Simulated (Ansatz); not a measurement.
One geometry of Cl$_{2}$H$_{6}$N$_{2}$Si$_{2}$, SMILES `N[SiH2][Si](N)(Cl)Cl`, several functionals.

```yaml
crystal:
  periodic: [false, false, false]
  atoms:
    - {symbol: N, position_ang: [-1.264983, 0.672930, -1.450266]}
    - {symbol: Si, position_ang: [-1.098115, -0.700279, -0.419438]}
    - {symbol: Si, position_ang: [0.596672, -0.109236, 1.069901]}
    - {symbol: N, position_ang: [2.089955, 0.058147, 0.282759]}
    - {symbol: Cl, position_ang: [-0.063811, 1.644382, 1.977692]}
    - {symbol: Cl, position_ang: [0.874208, -1.455932, 2.593865]}
    - {symbol: H, position_ang: [-1.753297, 0.582369, -2.327398]}
    - {symbol: H, position_ang: [-1.454535, 1.569454, -1.028516]}
    - {symbol: H, position_ang: [-0.697525, -1.853872, -1.266298]}
    - {symbol: H, position_ang: [-2.302408, -1.101239, 0.367139]}
    - {symbol: H, position_ang: [2.124814, 0.542220, -0.600936]}
    - {symbol: H, position_ang: [2.949047, 0.151057, 0.801506]}
basis:
  gaussian: {orbitals: def2-TZVPP}
hamiltonian: {xc: {name: B3LYP}, dispersion: d4}
output: {forces: true, orbitals: {seedname: orbitals}}
```

```sh
$ ansatz run in.yaml --threads 2 --pin off --events-out ev --progress --plain --max-ram 32768MiB --backend cuda --devices 0, --max-vram 18GiB
```

Shortened log:

```
Functional definition: B3LYP
1872 factors; their error is unknown
mean field evaluation 1: about -43873.4105 eV, gradient 8.9e1 eV
mean field evaluation 2: about -43844.9211 eV, gradient 1.3e2 eV
mean field evaluation 4: about -43887.5427 eV, gradient 6.2e0 eV
mean field evaluation 8: about -43887.6175 eV, gradient 1.4e-1 eV
mean field evaluation 16: about -43887.6890 eV, gradient 2.6e-4 eV
mean field -43887.68895238 eV, -1612.8428208559 hartree, gradient 3.3e-5 eV, S^2 0.000000; 0 other end points of the search recorded, 0 dependent functions left out
reference -43887.68927386 eV, -1612.8428326702 hartree; 41, 41 occupied and 273, 273 virtual orbitals, 1872 factors
Total energy: -43888.33332016 eV, -1612.8665009352 hartree
Atom 0 at    -1.264983     0.672930    -1.450266 Å, force    -0.028266     0.053223    -0.026240 eV/Å
Atom 1 at    -1.098115    -0.700279    -0.419438 Å, force    -0.033983    -0.211694     0.041895 eV/Å
Atom 2 at     0.596672    -0.109236     1.069901 Å, force    -0.067115    -0.057280    -0.154828 eV/Å
Atom 3 at     2.089955     0.058147     0.282759 Å, force     0.072583     0.028343    -0.055648 eV/Å
Atom 4 at    -0.063811     1.644382     1.977692 Å, force    -0.071723     0.214497     0.097086 eV/Å
Atom 5 at     0.874208    -1.455932     2.593865 Å, force     0.033711    -0.173295     0.179886 eV/Å
Atom 6 at    -1.753297     0.582369    -2.327398 Å, force     0.000108     0.031427    -0.014182 eV/Å
Atom 7 at    -1.454535     1.569454    -1.028516 Å, force    -0.003777     0.018410    -0.035919 eV/Å
Atom 8 at    -0.697525    -1.853872    -1.266298 Å, force    -0.033067     0.068182     0.047958 eV/Å
Atom 9 at    -2.302408    -1.101239     0.367139 Å, force     0.069807     0.023585    -0.052371 eV/Å
Atom 10 at     2.124814     0.542220    -0.600936 Å, force     0.042584     0.001219     0.002252 eV/Å
Atom 11 at     2.949047     0.151057     0.801506 Å, force     0.019139     0.003386    -0.029889 eV/Å
Dipole moment:     0.039731     0.204442    -0.549910 e Å
```

Run time 4.7 s (2 threads of an AMD EPYC 7R13 on a shared host and a share of an NVIDIA H100 80 GB); peak host memory 0.89 GiB.

The same input with `hamiltonian: {xc: r2scan, dispersion: d4}` (abridged; 6 s):

```
Functional definition: r2SCAN
mean field evaluation 16: about -43881.1081 eV, gradient 5.1e-4 eV
mean field -43881.10808352 eV, -1612.6009783859 hartree, gradient 1.7e-5 eV, S^2 0.000000
Total energy: -43881.20718265 eV, -1612.6046202118 hartree
Atom 0 force     0.039476    -0.000340    -0.009048 eV/Å
Atom 1 force     0.014945    -0.042568     0.028420 eV/Å
Atom 2 force    -0.036030    -0.041825    -0.048886 eV/Å
Atom 3 force    -0.003704    -0.040998    -0.026671 eV/Å
Atom 4 force    -0.042340     0.099547     0.040042 eV/Å
Atom 5 force     0.016200    -0.062654     0.063358 eV/Å
Atom 6 force    -0.022620     0.024047    -0.017873 eV/Å
Atom 7 force    -0.020714     0.020542    -0.015082 eV/Å
Atom 8 force    -0.016230     0.011407     0.006599 eV/Å
Atom 9 force     0.005312    -0.010667    -0.002697 eV/Å
Atom 10 force     0.033674     0.024290    -0.009197 eV/Å
Atom 11 force     0.032031     0.019219    -0.008965 eV/Å
Dipole moment:     0.051135     0.217645    -0.556148 e Å
```

B3LYP takes the VWN-RPA correlation (the form of Gaussian; ORCA's B3LYP/G).
